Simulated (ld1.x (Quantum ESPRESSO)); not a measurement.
## Pseudopotential generation for Tb (Z = 65): ultrasoft, LDA (PZ), fully relativistic.

```
Element                 : Tb
Generator               : ld1.x (Quantum ESPRESSO) 7.5
Type                    : ultrasoft
Functional              : LDA (PZ)
Relativity              : fully relativistic
Frozen core             : [Kr] 4d10 4f8
Valence charge          : 11
Reference configuration : 5s2 5p6 5d1 6s2 6p0
Partial waves           : 5s (bound): rcut 1.70, rcutus 1.95 bohr; 6s (bound): rcut 1.70, rcutus 1.95 bohr; 5p (bound): rcut 2.00, rcutus 2.20 bohr; 6p (bound, empty): rcut 2.00, rcutus 2.20 bohr; 5d (bound): rcut 2.25, rcutus 2.80 bohr; 5d channel at 1.95 Ry: rcut 2.25, rcutus 2.80 bohr
Local potential         : all-electron potential smoothed inside 2.70 bohr (lloc = -1)
Core correction         : none
Augmentation charge     : PSQ, radius 1.90 bohr
```

Open shells are filled in proportion to 2j + 1 (rel_dist='average').

All-electron outer shells of the reference configuration (LDA (PZ), scalar-relativistic, ld1.x):

| shell | level (eV) | outermost node (bohr) | outermost maximum (bohr) |
| --- | --- | --- | --- |
| 4d | -153.73 | 0.26 | 0.55 |
| 5s | -51.40 | 0.64 | 1.16 |
| 5p | -27.99 | 0.69 | 1.33 |
| 4f | -9.17 | – | 0.55 |
| 6s | -4.34 | 1.57 | 3.28 |
| 5d | -2.59 | 0.77 | 1.97 |
| 6p | -1.39 | 1.89 | 4.54 |

(1) Estimate the cutoffs (Ry, on a coarse ladder) from which the occupation-weighted sum of valence levels, in a spherical-Bessel basis at the reference potential, stays within 10 and 1 mRy of its value at 400 Ry.

(2) What does a ghost test show?

(3) Is the overlap operator S = 1 + Σ q|β⟩⟨β| positive definite (Bessel basis up to 400 Ry)?

## Answers

(1) 18 Ry and 30 Ry.

(2) No extra level below or beside the all-electron valence levels (s, p1/2, p3/2, d3/2, d5/2, f tested).

(3) Yes: its lowest eigenvalue is 0.13 (p1/2 channel).

Its largest configuration-test error is +0.2 meV (5s2 5p6 5d1 6s1 6p0). Test run stopped at test 2 of 7 (negative rho).
